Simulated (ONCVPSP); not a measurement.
Which change was made? (Tl, ONCV)

Tl (Z = 81), optimised norm-conserving Vanderbilt (ONCV), made with ONCVPSP 4.0.1 (LDA (Perdew-Wang 92), non-relativistic). Core [Kr] 4d10 4f14, reference 5s2 5p6 5d10 6s2 6p1. Waves: 5s+6s: rc 1.35 bohr, ncon 4, nbas 9, qcut 6.9 1/bohr, 2 projectors; 5p+6p: rc 1.40 bohr, ncon 4, nbas 7, qcut 11.3 1/bohr, 3 projectors, debl 3.4 Ha; 5d: rc 2.15 bohr, ncon 4, nbas 9, qcut 7.4 1/bohr, 2 projectors, debl 1.5 Ha. Local part: polynomial inside 0.95 bohr (lpopt 3, dvloc0 0 Ha). Core correction: Teter function fitted to the true core (icmod 2), fcfact 0.15.

Cutoffs, loose and tight: the cutoffs (Ha) at which the residual kinetic energy of the hardest occupied pseudo-wave falls to 1 and 0.1 mHa per electron. They do not see the model core or the augmentation charge, which bear on the density cutoff. Test errors are all-electron minus pseudo excitation energies from the reference, over the configurations 5s2 5p6 5d10 6s2 6p0; 5s2 5p6 5d10 6s1 6p0; 5s2 5p6 5d10 6s0 6p0; 5s2 5p6 5d10 6s1 6p2; variants that change the core or the reference have their own tests.

The base gives: outcome: generated; cutoff, loose: 40 Ha; cutoff, tight: 120 Ha; bound ghosts: none; GHOST(+) flags above zero: s, p; largest test error (meV): -4.8.

Task: After one change the result is: outcome: failed: oncvpsp: lschvkbb ERROR 3 1 100. Which change was it?
A. s: qcut 8.5; p: qcut 13.9; d: qcut 9.1
B. s: qcut 5.8; p: qcut 9.6; d: qcut 6.3
C. s: qcut 4.9; p: qcut 8; d: qcut 5.3
D. s: qcut 9.6; p: qcut 15.7; d: qcut 10.3

Result: A. The others give: s: qcut 5.8; p: qcut 9.6; d: qcut 6.3 → outcome: generated; cutoff, loose: 105 Ha; cutoff, tight: 134 Ha; bound ghosts: none; GHOST(+) flags above zero: s, p; largest test error (meV): -9.8 | s: qcut 4.9; p: qcut 8; d: qcut 5.3 → outcome: generated; cutoff, loose: 122 Ha; cutoff, tight: 142 Ha; bound ghosts: none; GHOST(+) flags above zero: s, p, d; largest test error (meV): -16 | s: qcut 9.6; p: qcut 15.7; d: qcut 10.3 → outcome: failed: ERROR pspot: first pseudo wave function has node, program will stop.
